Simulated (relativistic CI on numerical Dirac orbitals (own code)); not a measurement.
# Sensitivity of the levels of Gd XIV to α and to the nuclear radius

Computed by Dirac-Coulomb-Breit CI, separate exchange-only KLI orbitals for each configuration, derivatives by finite differences, unscaled Slater integrals, QED left out (own radial code, finite nucleus).

CI space (outside the closed core [Kr] 4d10): 4f5, 4f3 5s2, 4f3 5s 5p. Levels of other configurations are missing.

With x = (α/α₀)² − 1 an excitation energy changes as ω = ω₀ + qx; K = 2q/ω₀ is the relative enhancement. Terms are leading LS components, so labels can repeat. The field-shift factor is F = δν/δ⟨r²⟩ for the transition from the lowest level.

Lowest level 4f3 5s2 4I°_9/2.

```csv
Level,ω₀ (cm⁻¹),q (cm⁻¹),K,F (GHz/fm²)
4f3 5s2 4I°_11/2,4504.8,4677,2.08,0.177
4f3 5s2 4I°_13/2,9147.4,8950,1.96,0.345
4f3 5s2 4I°_15/2,13833.6,12790,1.85,0.502
4f3 5s2 4F°_3/2,24070.2,1724,0.143,0.177
4f3 5s2 2H°_9/2,24502.7,2313,0.189,0.405
4f3 5s2 4F°_5/2,26638.9,4859,0.365,0.275
4f3 5s2 4S°_3/2,28497.2,5832,0.409,0.423
4f3 5s2 4F°_7/2,28592.2,6050,0.423,0.354
4f3 5s2 4F°_9/2,31334.5,9267,0.592,0.524
4f3 5s2 2H°_11/2,32144.8,9685,0.603,0.728
4f3 5s2 2G°_7/2,35054.9,6433,0.367,0.458
4f3 5s2 4G°_5/2,36114.9,2501,0.138,0.0303
4f3 5s2 2K°_13/2,37468.4,5280,0.282,0.426
```

At this charge energies of transitions that change n are usually good to better than 1 %, and those within a shell (Δn = 0) to a few per cent. Terms inside the open d or f shell come out 10 to 20 % too wide with unscaled integrals. Levels and lines within the n = 5 or 6 shells can be off by up to 10 % or somewhat more, and those that change n by about 2 %, since core polarisation is missing. The computed lowest level isn't the tabulated ground level, which NIST ASD gives as 4f5 6H°5/2.
